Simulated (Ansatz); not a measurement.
`[BH2][AlH][BH]O` + `O[SiH3]` → `[BH2][AlH][O][SiH3]` + `BO`  (cleavage of the Al–B bond)

Gas-phase electronic energies from Ansatz, PBE0-D4/def2-TZVP geometries. CCSD(T)/CBS adds triple-zeta CCSD(T) − MP2 to the extrapolated MP2 energy (def2 sets, frozen cores). This one scheme is used for every species. Functionals use def2-TZVPP. B3LYP here is the variant with VWN-RPA as its local correlation; programs differ in this. HSE06 is defined as in plane-wave codes. Each species was taken in one conformer, which may not be the lowest.

`[BH2][AlH][BH]O`:

Z-matrix (Å, degrees):
```
B
Al 1 2.113
H 1 1.201 2 122.9
H 1 1.202 2 123.0 3 178.5
B 2 2.153 1 122.9 3 -91.7
H 2 1.602 1 118.1 3 90.7
O 5 1.357 2 119.3 1 87.2
H 5 1.212 2 123.3 1 -92.5
H 7 0.962 5 113.8 2 179.7
```

`O[SiH3]`:

Cartesian coordinates in Å:
```
O -0.702 -1.017 0.339
Si 0.278 0.189 -0.207
H -1.332 -0.805 1.027
H -0.506 1.312 -0.792
H 1.134 -0.423 -1.250
H 1.128 0.743 0.883
```

`[BH2][AlH][O][SiH3]`:

Cartesian coordinates in Å:
```
B 2.459 -0.576 -0.257
Al 0.611 -1.001 0.695
O -0.729 -0.059 0.278
Si -1.909 0.931 -0.229
H 3.249 0.212 0.182
H 2.802 -1.109 -1.275
H 0.372 -2.140 1.776
H -2.416 1.748 0.907
H -1.403 1.852 -1.284
H -3.036 0.142 -0.794
```

`BO`:

```xyz
5

B    -0.306    0.092    0.275
O     0.416    0.219   -0.857
H    -1.220    0.849    0.419
H    -0.027   -0.748    1.087
H     1.137   -0.411   -0.924
```

```
             level  ΔE (eV)  difference from CCSD(T)/CBS
           BLYP-D4    -2.03                         0.06
            B97M-V    -2.09                         0.00
          B3LYP-D4    -2.11                        -0.02
          HSE06-D4    -1.92                         0.17
      CAM-B3LYP-D4    -2.17                        -0.08
              BLYP    -2.00                         0.09
            r2SCAN    -2.03                         0.06
             B3LYP    -2.08                         0.01
           r2SCANh    -2.05                         0.04
           r2SCAN0    -2.08                         0.01
         CAM-B3LYP    -2.15                        -0.06
      MP2/def2-SVP    -2.27                        -0.18
    MP2/def2-TZVPP    -2.21                        -0.12
SCS-MP2/def2-TZVPP    -2.22                        -0.13
     HF/def2-QZVPP    -2.34                        -0.25
SCS-MP2/def2-QZVPP    -2.23                        -0.14
       CCSD(T)/CBS    -2.09                            0
```

Largest T1 diagnostic among the species: 0.014.

At CCSD(T), def2-SVP lies −0.07 eV from the extrapolated value and def2-TZVPP −0.00 eV. From PBE to PBE0 (25 % exact exchange), in def2-TZVPP and without D4, ΔE moves by −0.11 eV.
